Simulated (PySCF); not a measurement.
Br2GaHO.

```xyz
5

Ga     0.5588     0.0066     0.0000
Br    -0.5639    -1.9701     0.0000
Br    -0.5406     1.9792     0.0000
O      2.3258     0.0392     0.0000
H      2.7294    -0.8364     0.0000
```
Charge 0, spin multiplicity 1.

Geometry: PBE0-D3(BJ)/def2-SVP. The structure was generated by enumeration; whether it is a known compound was not checked. Other conformers were not sampled.

All values below come from PBE/pcSseg-1 (PySCF). Non-relativistic, no solvent.

Computed absolute GIAO shielding of each atom: isotropic value and principal components (ppm):
| atom | σ(iso) | σ11 | σ22 | σ33 | span |
|---|---|---|---|---|---|
| Ga1 | 1301.8 | 1053.8 | 1393.9 | 1457.5 | 403.7 |
| Br2 | 2382.1 | 2019.8 | 2250.4 | 2876.3 | 856.5 |
| Br3 | 2446.4 | 2113.9 | 2325.2 | 2900.1 | 786.1 |
| O4 | 197.7 | 74.4 | 231.1 | 287.7 | 213.3 |
| H5 | 27.8 | 20.8 | 23.1 | 39.6 | 18.9 |
